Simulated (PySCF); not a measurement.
VOF₃, SMILES [O]=[V]([F])([F])[F], multiplicity 1. Atoms are numbered in the order given.

```xyz
5

V      0.0000     0.0000    -0.0387
O      0.0000     0.0000    -1.5648
F      1.3985     0.8074     0.4966
F      0.0000    -1.6149     0.4966
F     -1.3985     0.8074     0.4966
```

The structure is a stationary point at ωB97X-D3(BJ)/def2-SVP. The spin state was assumed, not searched. The isomer is the one that the SMILES or the coordinates give; other isomers of the formula were not compared.

Method: PBE0/def2-TZVP (PySCF).

Symmetry labels are those of the subgroup Cs that the program uses (full group C3v).

Q: List the valence orbital energies around the gap with their symmetry. (The exact figures need the calculation; the answer reports its results.)

A: 
| orbital | symmetry | energy (eV) |
|---|---|---|
| HOMO−7 | A' | -14.26 |
| HOMO−6 | A' | -13.62 |
| HOMO−5 | A' | -13.16 |
| HOMO−4 | A" | -13.16 |
| HOMO−3 | A" | -12.71 |
| HOMO−2 | A' | -12.08 |
| HOMO−1 | A" | -11.51 |
| HOMO | A' | -11.51 |
| LUMO | A" | -3.95 |
| LUMO+1 | A' | -3.95 |
| LUMO+2 | A' | -2.46 |
| LUMO+3 | A" | -2.46 |
